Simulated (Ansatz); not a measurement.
BrFH$_{5}$NSi$_{2}$, SMILES `N[SiH2][SiH](F)Br`, relaxed with RKS PBE-D4/def2-SVP in Ansatz 0.2.0 from a rough embedded geometry. The force threshold is 0.03 eV/Å; the program also tests the step.

Charge 0, multiplicity 1.

Start:

```xyz
10

N    -1.376    0.063   -1.237
Si   -0.728   -0.150    0.354
Si    1.500    0.475    0.640
F     1.756    2.005    0.293
Br    2.773   -0.659   -0.838
H    -2.413   -0.245   -1.160
H    -0.973   -0.608   -1.883
H    -1.592    0.555    1.260
H    -0.922   -1.595    0.608
H     1.975    0.159    1.963
```

| step | energy (eV) | largest force (eV/Å) | largest move (Å) |
| --- | --- | --- | --- |
| 1 | -90052.9869 | 1.654 | 0.000 |
| 2 | -90053.3438 | 1.033 | 0.200 |
| 3 | -90053.4153 | 0.491 | 0.119 |
| 4 | -90053.4343 | 0.398 | 0.107 |
| 5 | -90053.4534 | 0.338 | 0.060 |
| 6 | -90053.4681 | 0.263 | 0.099 |
| 7 | -90053.4727 | 0.224 | 0.158 |
| 8 | -90053.4787 | 0.144 | 0.068 |
| 9 | -90053.4800 | 0.078 | 0.044 |
| 10 | -90053.4806 | 0.069 | 0.047 |
| 11 | -90053.4812 | 0.026 | 0.012 |

End:

```xyz
10

N    -1.251   -0.060   -1.198
Si   -0.845   -0.244    0.484
Si    1.407    0.423    0.603
F     1.571    2.040    0.382
Br    2.418   -0.624   -1.121
H    -2.223   -0.160   -1.498
H    -0.612   -0.459   -1.891
H    -1.744    0.646    1.299
H    -0.904   -1.630    1.100
H     2.183    0.068    1.840
```

Run time 15 s (4 threads of an AMD EPYC 7B13 on a shared host); peak host memory 0.2 GiB.
